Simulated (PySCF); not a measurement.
C3H13BGeSi.
SMILES: `[CH2]([GeH3])[SiH2]B(C)C`

All values: CAM-B3LYP/def2-SVPD (PySCF, non-relativistic), on one gas-phase PBE0-D3(BJ)/def2-SVP geometry that isn't relaxed in the solvent. The solvent is an IEF-PCM continuum (Bondi radii, 1.10 Å for H, scaled by 1.2), and excitations are vertical TDDFT with non-equilibrium linear response and a frozen core. Only the electrostatic response of the medium enters. Spin–orbit coupling is left out although an atom past zinc is present.

Gas-phase singlets (H = HOMO, L = LUMO):

| state | E (eV) | λ (nm) | f | leading configurations |
| --- | --- | --- | --- | --- |
| S1 | 4.604 | 269 | 0.009 | H→L 95% |
| S2 | 6.086 | 204 | 0.002 | H-2→L 44%, H-3→L 38%, H-5→L 10% |
| S3 | 6.635 | 187 | 0.025 | H-1→L 94% |
| S4 | 6.986 | 177 | 0.018 | H→L+1 82%, H→L+3 10% |
| S5 | 7.038 | 176 | 0.015 | H-2→L 45%, H-5→L 28%, H-3→L 18% |

**Question.** Give the list for acetonitrile (ε = 35.69), n² = 1.81.

**Answer.** 
```
state  E (eV)  λ (nm)      f           leading configurations  change by rank (eV)
   S1   4.645     267  0.012                          H→L 95%               +0.041
   S2   6.087     204  0.002             H-2→L 52%, H-3→L 37%               +0.001
   S3   6.702     185  0.034                        H-1→L 95%               +0.067
   S4   7.005     177  0.026             H→L+1 78%, H→L+3 16%               +0.019
   S5   7.139     174  0.015  H-2→L 37%, H-3→L 29%, H-5→L 22%               +0.101
```

**Question.** The ground-state energy changes by -0.063 eV from gas to acetonitrile. By how much does the total energy of gas-phase S1 change?

**Answer.** E(S1) = E(S0) + excitation energy, so it changes by -0.063 + 0.041 = -0.022 eV: it is lowered less than the ground state, which is what a blue shift means. This is the vertical state, with the slow part of the continuum still set for S0.

**Question.** How do the frontier levels move from gas to acetonitrile?

**Answer.** 
```tsv
orbital	gas (eV)	solvent (eV)	change (eV)
LUMO+2	1.34	1.52	+0.18
LUMO+1	0.85	1.01	+0.16
LUMO	-0.18	0.03	+0.21
HOMO	-8.74	-8.58	+0.16
HOMO-1	-9.71	-9.59	+0.12
HOMO-2	-10.16	-10.05	+0.11
HOMO-3	-10.57	-10.39	+0.18
```

The HOMO–LUMO gap goes from 8.56 to 8.61 eV.

The run took 75 s of wall time on one thread, Arm Neoverse V2 (aarch64), shared host, and the process peaked at 1.4 GiB of memory. This is the whole response run at CAM-B3LYP/def2-SVPD in acetonitrile, SCF included.

Shape of the structure used: `[CH3:1][B:2]([CH3:3])[SiH2:4][CH2:5][GeH3:6]`: C1–B2–Si4–C5 65°, B2–Si4–C5–Ge6 55°.
